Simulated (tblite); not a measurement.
Compound: C5H11NSSi.
Geometry (GFN2-xTB, Å), atoms numbered from 1 in this order:
```
atom  x, y, z in Å
C1    -2.6846    0.4899    0.3367
C2    -1.5573   -0.4834    0.2860
S3    -1.7346   -1.9944    0.8610
C4    -0.2652    0.0248   -0.2617
C5     0.5845   -1.0271   -0.9762
N6     1.9074   -0.4515   -1.1080
Si7    2.3588    0.5845    0.1813
C8     0.5911    0.5840    0.8900
H9    -3.0265    0.7009   -0.6782
H10   -3.5163    0.0913    0.9118
H11   -2.3552    1.4324    0.7735
H12   -0.4608    0.8426   -0.9629
H13    0.1695   -1.2510   -1.9644
H14    0.5928   -1.9547   -0.3908
H15    2.5407   -0.9915   -1.6727
H16    2.7858    1.8784   -0.3541
H17    3.3131    0.0634    1.1648
H18    0.5240   -0.0855    1.7477
H19    0.2227    1.5562    1.2087
```

Level: GFN2-xTB in tblite, geometry and Hessian alike; calculated harmonic values, unscaled, isolated species. Errors from tens to a few hundred cm⁻¹ against measured bands are possible. Modes of hydrogen on silicon can be 10 to 20 % off. One conformer, not necessarily the lowest.

Harmonic wavenumbers (cm⁻¹): 36.8, 86.0, 112.6, 145.8, 162.8, 231.0, 301.2, 374.0, 429.0, 478.0, 485.2, 509.5, 527.6, 540.0, 670.4, 753.6, 789.8, 792.9, 805.6, 864.0, 916.6, 974.4, 980.3, 1015.4, 1069.0, 1114.2, 1130.7, 1158.3, 1199.5, 1214.1, 1233.7, 1275.8, 1294.2, 1321.4, 1360.7, 1378.3, 1457.0, 1460.3, 1485.0, 1496.3, 2224.8, 2258.1, 2893.9, 2930.4, 2938.0, 2980.6, 2989.6, 3005.1, 3016.0, 3049.0, 3487.3.

A = 2830, B = 846.6, C = 770.3 MHz; mass 145.038 u (most abundant isotopes); point group C1, symmetry number 1.

Problem. Zero-point energy?

Solution. Half the sum of the wavenumbers: 32702 cm⁻¹ = 93.50 kcal/mol.

Problem. Entropy at 298.15 K, 1 bar (ideal gas, RRHO, classical rotation)?

Solution. Translation 40.85, rotation 29.54, vibration 28.39: S = 98.8 cal/(mol K).

Problem. And Cp and H(298.15 K) − H(0)?

Solution. Cp = 38.64 cal/(mol K), of which vibrations give 30.69 (their classical limit is 51 R = 101.3); H(298.15 K) − H(0) = 6.86 kcal/mol without the zero-point energy, 4.49 from vibrations.

Problem. How do the functions run with temperature in this model?

Solution. 
```tsv
T (K)	S (cal/(mol K))	Cp (cal/(mol K))	H − H(0) (kcal/mol)	G − H(0) (kcal/mol)	ln q(vib)
50	59.4	13.0	0.50	-2.47	0.58
100	70.1	18.1	1.28	-5.72	1.74
373.15	108.3	46.4	10.05	-30.36	8.63
500	123.5	57.6	16.67	-45.08	11.88
750	150.0	73.0	33.16	-79.36	18.14
1000	172.5	83.0	52.74	-119.76	24.00
```

q(vib) and H(0) count from the zero-point level.

Problem. Which modes carry the vibrational entropy at 298.15 K?

Solution. 36.8 cm⁻¹: 5.42; 86.0 cm⁻¹: 3.75; 112.6 cm⁻¹: 3.22; 145.8 cm⁻¹: 2.73; 162.8 cm⁻¹: 2.52; 231.0 cm⁻¹: 1.87 cal/(mol K); the other 45 give 8.88 together.

Problem. What must be added to the electronic energy to get the Gibbs energy at 298.15 K and 1 bar?

Solution. ZPE + [H(298.15 K) − H(0)] − T·S = 93.50 + 6.86 − 29.45 = 70.91 kcal/mol.

Problem. Blend soft modes into free rotors: weight 1/[1 + (100 cm⁻¹/ν̃)⁴] for the oscillator and the rest for a rotor with moment μB/(μ + B), μ = h/(8π²ν), B = 10⁻⁴⁴ kg m². What vibrational entropy results?

Solution. 26.13 cal/(mol K) in place of 28.39, which changes −T·S at 298.15 K by +0.67 kcal/mol.

Hindered rotation and anharmonicity are outside this model. Other conformers, if any are populated, would add a mixing term that is left out. The structure is chiral; the term R ln 2 for an equal mix with its mirror image is left out.
